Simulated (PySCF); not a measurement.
## Shifts of the heteroatoms

Cartesian coordinates in Å; atom numbers follow the order of the lines, from 1:
```xyz
15

N    -1.815   -1.059   -2.796
C    -1.932   -0.781   -1.690
Si   -2.057   -0.315    0.113
Si    0.152    0.218    0.719
Si    1.557   -1.664    0.654
Si    0.921    2.148   -0.378
Cl    0.003    0.742    2.748
H    -3.057    0.760    0.122
H    -2.682   -1.493    0.729
H     2.901   -1.392    1.171
H     1.032   -2.798    1.420
H     1.688   -2.091   -0.739
H     1.026    1.854   -1.807
H     2.239    2.585    0.091
H     0.018    3.293   -0.225
```

No relativistic terms, gas phase, rapidly exchanging positions averaged, one conformer. Shieldings: GIAO PBE0/pcSseg-1; GFN2-xTB geometry; PySCF 2.14.0 with density-fitted response routines.

**Question.** Predict the ²⁹Si NMR data.

**Answer.** 
| atoms | environment | σ (ppm) | δ (ppm) |
| --- | --- | --- | --- |
| Si4 | silicon bonded to Cl, 3 Si | 362.5 | -18.0 |
| Si3 | silicon bonded to C, Si, 2 H | 450.9 | -90.7 |
| Si5/Si6 | silicon bonded to Si, 3 H | 451.8 | -91.4 |

Shieldings were converted by a linear fit to measured shifts: ²⁹Si (scatter 8.9 ppm rms, 25.8 ppm with the 6 outliers that the fit left out vs TMS, solution or neat liquid). A few per cent of atoms miss by over 2 rms, more outside the fitted compound classes.

On a 600 MHz spectrometer ²⁹Si resonates near 119.2 MHz, so 1 ppm is 119.2 Hz.

**Question.** What are the ¹⁵N shifts?

**Answer.** 
```tsv
atoms	environment	σ (ppm)	δ (ppm)
N1	nitrile nitrogen	-104.8	-51.5
```

Shieldings were converted by a linear fit to measured shifts: ¹⁵N (scatter 6.3 ppm rms vs CH3NO2, solution or neat liquid). Occasional misses reach two or three times the rms, and more in compound classes unlike the fitted ones.

On a 500 MHz spectrometer ¹⁵N resonates near 50.7 MHz, so 1 ppm is 50.7 Hz.
